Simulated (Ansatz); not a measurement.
Species: CH₂BO₂, charge 0, multiplicity 2. It need not be the lowest isomer of its formula. 
Coordinates optimised at B3LYP-D3(BJ)/def2-TZVP (Ansatz, a program for electronic structure):
```
B
O 1 1.3142
H 2 0.9698 1 118.11
C 1 1.5200 2 148.05 3 4.97
O 4 1.2368 1 119.77 2 78.63
H 4 1.1078 5 120.61 1 -172.64
```
Charge 0, spin multiplicity 2.

Basis-set convergence of Hartree-Fock and MP2 correlation energies (hartree) with Ansatz. Correlated levels leave the core frozen unless marked. UHF or UKS for open shells. No spin-orbit coupling. No relativistic terms.

The UHF reference is spin-contaminated (<S^2> 0.14 over the pure value in the largest basis). 

| basis | functions | E(HF) | E(corr, MP2) |
|---|---|---|---|
| cc-pVDZ | 66 | -213.42214 | -0.53881 |
| cc-pVTZ | 148 | ? | ? |

Problem. Fill in the missing entries.

Solution. 
- cc-pVTZ, E(HF): -213.48839
- cc-pVTZ, E(corr, MP2): -0.68225
